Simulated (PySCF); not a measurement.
Isomers of C7H9F3, from PBE0-D3(BJ)/def2-SVP geometry optimisation, gas phase (PySCF 2.14.0). One conformer each, no zero-point energy, no frequencies.

Problem. Which is lower in electronic energy at this level?
A. `[CH2:1]=[CH:2][C@H:3]1[CH2:4][C@@H:5]([C:6]([F:7])([F:8])[F:9])[CH2:10]1` with C1–C2–C3–C4 131°, C2–C3–C4–C5 140°, C3–C4–C5–C6 -140°, C4–C5–C10–C3 19°, C2–C3–C10–C5 -141°: A = 3392, B = 645.5, C = 630.7 MHz, dipole 2.16 D
B. `[F:1][C:2]([F:3])([F:4])[CH2:5][C@@H:6]1[CH2:7][C@@H:8]2[CH2:9][C@H:10]12` with C2–C5–C6–C7 -70°: A = 3077, B = 748.1, C = 725.4 MHz, dipole 2.34 D

Solution. A. That is `C=C[C@H]1C[C@@H](C(F)(F)F)C1`, 3.0 kcal/mol below the other.

```json
{"SMILES": "C=C[C@H]1C[C@@H](C(F)(F)F)C1", "mapped SMILES": "[CH2:1]=[CH:2][C@H:3]1[CH2:4][C@@H:5]([C:6]([F:7])([F:8])[F:9])[CH2:10]1", "E (Eh)": "-570.65046", "relative (kcal/mol)": "0.0", "relative (kJ/mol)": "0.0", "dipole (D)": "2.16"}
{"SMILES": "FC(F)(F)C[C@@H]1C[C@@H]2C[C@@H]21", "mapped SMILES": "[F:1][C:2]([F:3])([F:4])[CH2:5][C@@H:6]1[CH2:7][C@@H:8]2[CH2:9][C@H:10]12", "E (Eh)": "-570.64564", "relative (kcal/mol)": "3.0", "relative (kJ/mol)": "12.6", "dipole (D)": "2.34"}
```

As drawn, the lower has a C=C bond outside aromatic rings, which the higher lacks; the higher has a three-membered ring, which the lower lacks.
